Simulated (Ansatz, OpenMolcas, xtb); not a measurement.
**GeSiH3ClO (SMILES [SiH3][O][Ge][Cl]): the HOMO–LUMO gap, rung by rung**

The species is GeSiH3ClO (7 atoms), meant as a singlet with charge 0. SMILES: `[SiH3][O][Ge][Cl]`. The coordinates come from a PBE0-D4/def2-TZVP relaxation. This is one conformer, not always the lowest.

Quantity: the HOMO–LUMO gap, in eV. The values are calculated.

| level | kind | program | value (eV) | CPU time |
| --- | --- | --- | --- | --- |
| GFN0-xTB | semi-empirical | xtb | 3.54 | under 2 s |
| HF/cc-pVDZ | Hartree–Fock | OpenMolcas | 11.11 | 16 s |
| SVWN5/cc-pVDZ | LDA | OpenMolcas | 3.68 | 36 s |
| PBE/cc-pVDZ | GGA | OpenMolcas | 3.72 | 50 s |
| M06-L/cc-pVDZ | meta-GGA | OpenMolcas | 4.11 | 64 s |
| PBE0/cc-pVDZ | global hybrid | OpenMolcas | 5.59 | 45 s |
| wB97M-V/cc-pVDZ | range-separated hybrid | Ansatz | 9.67 | 1.7 min |
| PBE-QIDH/cc-pVDZ | double hybrid | Ansatz | 8.90 | 16 s |

All-electron rows without a relativistic Hamiltonian named are non-relativistic. The values span 3.54 to 11.11 eV. Orbital gaps aren't excitation energies, and those of double hybrids come from the SCF part alone; they tend to grow with the share of exact exchange. Times are those of the runs behind each value, whatever else they computed, on shared processors of several kinds: orders of magnitude only.
